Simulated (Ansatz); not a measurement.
Molecule: C₂H₉N₂Si, net charge -1, singlet state. It need not be the lowest isomer of its formula. Whether it binds its extra electron was not tested at this geometry. 
Coordinates optimised at B3LYP-D3(BJ)/def2-TZVP (Ansatz, a first-principles code):
```xyz
14

C      0.6308    -0.2301    -1.7689
Si     0.0674    -0.0266    -0.1176
C     -1.7976     0.3959    -0.0841
N      0.8934     1.1876     0.9182
N      0.2454    -1.4107     1.0013
H      0.0927     0.2209    -2.6002
H      1.6416    -0.5501    -2.0149
H     -2.3997    -0.4495    -0.4287
H     -2.1246     0.6498     0.9298
H     -2.0146     1.2488    -0.7352
H      0.4219     1.4584     1.7758
H      1.1318     2.0207     0.3973
H      0.2106    -2.2926     0.5047
H      1.1263    -1.3673     1.5001
```
Charge -1, spin multiplicity 1.

Total electronic energies in hartree. Valence correlation only, unless marked. No spin-orbit coupling. No relativistic terms. CBS(X,Y): correlation extrapolated as X^-3; Hartree-Fock from the larger set. The bracket is a focal-point correction in the basis named.

```json
[
 {"level": "PBE-D3(BJ)/def2-TZVPD", "program": "Ansatz + dftd3", "energy (Eh)": "-480.38193"},
 {"level": "B3LYP-D3(BJ)/def2-TZVPD", "program": "Ansatz + dftd3", "energy (Eh)": "[?]"},
 {"level": "PBE0-D3(BJ)/def2-TZVPD", "program": "Ansatz + dftd3", "energy (Eh)": "-480.42846"},
 {"level": "CAM-B3LYP/def2-TZVPD", "program": "Ansatz", "energy (Eh)": "[?]"},
 {"level": "RPA@PBE/cc-pV(T+d)Z", "program": "Ansatz", "energy (Eh)": "[?]"},
 {"level": "SCS-MP2/6-31G*", "program": "Ansatz", "energy (Eh)": "-479.44710"},
 {"level": "CCSD/aug-cc-pV(T+d)Z", "program": "Ansatz", "energy (Eh)": "-479.92087"},
 {"level": "CCSD(T)/cc-pwCVTZ", "program": "Ansatz", "energy (Eh)": "-479.94263"},
 {"level": "RI-MP2/CBS(aug-cc-pV(T+d)Z,aug-cc-pV(Q+d)Z)+[CCSD(T)-MP2]/aug-cc-pV(T+d)Z", "program": "Ansatz", "energy (Eh)": "-480.0701"}
]
```

Q: What belongs in the gaps?

A: 
- B3LYP-D3(BJ)/def2-TZVPD, energy (Eh): -480.82154
- CAM-B3LYP/def2-TZVPD, energy (Eh): -480.68230
- RPA@PBE/cc-pV(T+d)Z, energy (Eh): -480.39395
